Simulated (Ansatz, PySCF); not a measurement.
C₂H₅F₂Sb, SMILES C[CH2][Sb]([F])[F].

Geometry optimised at PBE0-D3(BJ)/def2-SVP. The structure was generated by enumeration; whether it is a known compound was not checked. The def2 effective core potentials stand for the cores of Sb; spin–orbit coupling is left out. The values are those of a single conformer.

Vertical ionisation energy (IE) and electron affinity (EA) in eV. Rows of orbital energies are one-electron estimates. Where ΔSCF, EOM or ADC give a negative EA the extra electron is unbound and the value depends on the basis.

| level | IE | EA |
|---|---|---|
| −ε(HOMO), −ε(LUMO), HF/def2-TZVP (PySCF) | 10.21 | -1.53 |
| −ε(HOMO), −ε(LUMO), PBE/def2-TZVP (PySCF) | 6.43 | 2.18 |
| ΔSCF, PBE0/def2-SVPD (Ansatz), final states of multiplicity 2 and 2 | … | … |
| ΔSCF, PBE/def2-SVPD (Ansatz), final states of multiplicity 2 and 2 | 9.48 | -0.33 |

Question: Some entries are withheld; supply them. (Estimate from the structure and the level; the computed values follow.)

Answer: 
- ΔSCF, PBE0/def2-SVPD (Ansatz, a quantum-chemistry and plane-wave program), final states of multiplicity 2 and 2, IE: 9.74
- ΔSCF, PBE0/def2-SVPD (Ansatz), final states of multiplicity 2 and 2, EA: -0.28

Question: What vertical singlet–triplet gap does ΔSCF give with PBE0/def2-SVPD (Ansatz) and with PBE/def2-SVPD (Ansatz)? (An estimate is asked for; the answer gives what the named calculation found.)

Answer: 4.16 and 4.05 eV (triplet above singlet where positive).
